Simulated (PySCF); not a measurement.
BaCl, SMILES [Ba+][Cl], charge +1.

Geometry optimised at B3LYP-D3(BJ)/def2-TZVPD. The spin state was assumed, not searched. The def2 effective core potentials stand for the cores of Ba; spin–orbit coupling is left out.

Two levels are set side by side: PBE/def2-TZVPD (PySCF) and PBE0/def2-TZVPD (PySCF). Same geometry, gas phase. Differences are taken from unrounded values.

```csv
quantity,PBE0,PBE,PBE minus PBE0
orbital gap (eV),6.07,4.21,-1.86
highest occupied level (eV),-12.29,-11.07,1.21
lowest empty level (eV),-6.21,-6.86,-0.65
mean polarisability (bohr³),39.1,41.5,2.4
```

PBE's occupied levels lie high since its potential decays too fast outside the molecule; exact exchange lowers them and widens the gap. PBE's more diffuse valence density responds more strongly to a field. Differences between two approximate levels are no errors against the true value.

Rough cost on one machine, each run with all the roots and properties that it gave: PBE0 against PBE within a factor of 2.
